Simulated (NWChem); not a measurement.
System: B-trichloroborazine (B₃N₃H₃Cl₃); SMILES ClB1NB(Cl)NB(Cl)N1

Results from NWChem. The geometry was optimised at B3LYP/6-31G* (spherical d). B3LYP is NWChem's, with the RPA form of VWN correlation. Total energies compare along this basis series because the functional is fixed.

```json
[
 {"level": "B3LYP/cc-pVDZ", "basis functions": "153", "energy (Ha)": "-1621.7024", "highest occupied level (eV)": "-8.10", "orbital gap (eV)": "8.13"},
 {"level": "B3LYP/aug-cc-pVDZ", "basis functions": "246", "energy (Ha)": "-1621.7263", "highest occupied level (eV)": "-8.36", "orbital gap (eV)": "7.72"},
 {"level": "B3LYP/cc-pVTZ", "basis functions": "324", "energy (Ha)": "-1621.8230", "highest occupied level (eV)": "-8.30", "orbital gap (eV)": "8.09"}
]
```
